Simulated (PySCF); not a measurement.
SMILES [CH2][Si](C)(C)C=C, doublet, GFN2-xTB optimised geometry.

```
17

C     -0.96    -2.29    -1.51
Si    -0.32    -1.43     0.00
C     -0.99    -2.25     1.58
C      1.59    -1.43     0.00
C     -0.94     0.37     0.00
C     -0.21     1.43    -0.29
H     -1.91    -2.79    -1.53
H     -0.45    -2.26    -2.45
H     -2.08    -2.26     1.58
H     -0.67    -1.73     2.48
H     -0.66    -3.28     1.67
H      1.99    -2.44     0.12
H      1.98    -1.03    -0.93
H      1.99    -0.83     0.81
H     -1.99     0.51     0.24
H     -0.61     2.44    -0.27
H      0.83     1.35    -0.54
```

Density from unrestricted CAM-B3LYP/def2-SVP run with PySCF 2.14.0 at that geometry.

Minimum of the electron density along straight lines between bonded atoms, close to the bond critical point (lines longer than 1.1 times the sum of covalent radii, or with two minima, are not listed):

```csv
bond,length / Å,ρ at the minimum / e bohr⁻³,∇²ρ there / e bohr⁻⁵,position (fraction from the first atom)
C1–Si2,1.849,0.116,0.41,0.62
Si2–C3,1.908,0.110,0.31,0.38
Si2–C4,1.907,0.110,0.31,0.38
Si2–C5,1.907,0.109,0.32,0.38
C5–C6,1.322,0.346,-0.94,0.49
C1–H7,1.076,0.279,-1.06,0.64
C1–H8,1.076,0.279,-1.06,0.64
C3–H9,1.085,0.272,-0.98,0.63
C3–H10,1.086,0.272,-0.98,0.63
C3–H11,1.085,0.272,-0.98,0.63
C4–H12,1.086,0.272,-0.98,0.63
C4–H13,1.085,0.272,-0.98,0.63
C4–H14,1.086,0.272,-0.98,0.63
C5–H15,1.084,0.278,-1.03,0.63
C6–H16,1.080,0.282,-1.09,0.64
C6–H17,1.078,0.284,-1.10,0.64
```
